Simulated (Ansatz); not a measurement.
Born–Oppenheimer molecular dynamics of C2H3LiN (7 atoms, charge 1, multiplicity 1). It starts from a relaxed structure.

Computed with RKS PBE/6-31G* (Ansatz 0.2.0).

```yaml
ensemble: NVE (velocity Verlet)
time_step: 0.5 fs
steps_asked: 300
starting_velocities_drawn_for: 300 K
seed: 195227
```

Frames 0.5 fs apart, positions in Å.

Velocities at 10.0 fs (Å/ps):

```
Li 0.13 -5.19 -3.82
C -0.45 2.02 -6.07
C -2.40 0.69 2.92
N 2.19 1.30 1.87
H 13.00 -18.15 16.24
H 9.46 5.90 5.70
H -19.84 -2.35 15.97
```

```xyz
7
Properties=species:S:1:pos:R:3 time_fs=10.0 energy_less_start_eV=0.055 T=215
Li -1.247 3.152 -0.404
C 0.377 -0.974 0.096
C -0.162 0.353 -0.005
N -0.534 1.446 -0.145
H 0.482 -1.254 1.135
H -0.303 -1.683 -0.433
H 1.374 -0.965 -0.433
7
Properties=species:S:1:pos:R:3 time_fs=10.5 energy_less_start_eV=0.038 T=241
Li -1.247 3.149 -0.406
C 0.377 -0.973 0.092
C -0.163 0.354 -0.004
N -0.532 1.447 -0.144
H 0.489 -1.264 1.144
H -0.298 -1.680 -0.430
H 1.363 -0.966 -0.425
7
Properties=species:S:1:pos:R:3 time_fs=11.0 energy_less_start_eV=0.038 T=241
Li -1.247 3.147 -0.408
C 0.377 -0.972 0.089
C -0.164 0.354 -0.002
N -0.531 1.447 -0.143
H 0.496 -1.273 1.153
H -0.293 -1.677 -0.427
H 1.352 -0.968 -0.416
7
Properties=species:S:1:pos:R:3 time_fs=11.5 energy_less_start_eV=0.054 T=217
Li -1.247 3.145 -0.410
C 0.376 -0.971 0.086
C -0.165 0.354 -0.001
N -0.531 1.448 -0.142
H 0.503 -1.283 1.162
H -0.287 -1.674 -0.423
H 1.341 -0.970 -0.407
7
Properties=species:S:1:pos:R:3 time_fs=12.0 energy_less_start_eV=0.082 T=175
Li -1.247 3.142 -0.412
C 0.376 -0.970 0.083
C -0.166 0.354 0.001
N -0.530 1.449 -0.141
H 0.509 -1.292 1.168
H -0.282 -1.672 -0.420
H 1.332 -0.973 -0.398
7
Properties=species:S:1:pos:R:3 time_fs=12.5 energy_less_start_eV=0.113 T=128
Li -1.247 3.140 -0.414
C 0.376 -0.969 0.080
C -0.167 0.354 0.002
N -0.529 1.450 -0.140
H 0.516 -1.301 1.173
H -0.278 -1.671 -0.417
H 1.326 -0.975 -0.391
7
Properties=species:S:1:pos:R:3 time_fs=13.0 energy_less_start_eV=0.136 T=92
Li -1.247 3.139 -0.416
C 0.376 -0.969 0.078
C -0.168 0.354 0.004
N -0.528 1.452 -0.139
H 0.521 -1.308 1.174
H -0.276 -1.671 -0.415
H 1.323 -0.978 -0.385
7
Properties=species:S:1:pos:R:3 time_fs=13.5 energy_less_start_eV=0.146 T=78
Li -1.248 3.137 -0.418
C 0.375 -0.968 0.077
C -0.168 0.354 0.005
N -0.527 1.453 -0.138
H 0.527 -1.315 1.173
H -0.274 -1.673 -0.414
H 1.324 -0.981 -0.382
7
Properties=species:S:1:pos:R:3 time_fs=14.0 energy_less_start_eV=0.139 T=89
Li -1.248 3.135 -0.420
C 0.374 -0.968 0.076
C -0.169 0.354 0.006
N -0.527 1.454 -0.137
H 0.531 -1.320 1.168
H -0.274 -1.676 -0.414
H 1.329 -0.984 -0.380
7
Properties=species:S:1:pos:R:3 time_fs=14.5 energy_less_start_eV=0.119 T=118
Li -1.248 3.134 -0.422
C 0.373 -0.967 0.075
C -0.170 0.354 0.008
N -0.526 1.455 -0.136
H 0.534 -1.323 1.160
H -0.275 -1.680 -0.415
H 1.337 -0.987 -0.381
7
Properties=species:S:1:pos:R:3 time_fs=15.0 energy_less_start_eV=0.095 T=155
Li -1.249 3.133 -0.424
C 0.373 -0.967 0.075
C -0.170 0.353 0.009
N -0.525 1.456 -0.135
H 0.537 -1.325 1.149
H -0.277 -1.686 -0.416
H 1.348 -0.990 -0.383
7
Properties=species:S:1:pos:R:3 time_fs=15.5 energy_less_start_eV=0.075 T=185
Li -1.249 3.132 -0.426
C 0.372 -0.967 0.075
C -0.171 0.353 0.010
N -0.525 1.458 -0.134
H 0.539 -1.327 1.136
H -0.280 -1.692 -0.419
H 1.361 -0.993 -0.386
```

Of the whole run (150 fs, mean temperature of the second half 154 K): The conserved energy stayed within 0.32 meV per atom of its start (net change 0.18 meV per atom), so the integration is sound. The temperature averaged 0.51 of the 300 K drawn at the start: a run that starts near a minimum puts about half its kinetic energy into the potential. A run of 0.15 ps of so small a system gives no equilibrium averages. Limits of this set-up: the dipole of an ion depends on the origin.

Run time: 5.3 min on 1 thread of Arm Neoverse V1 (shared host), peak memory 0.22 GiB.
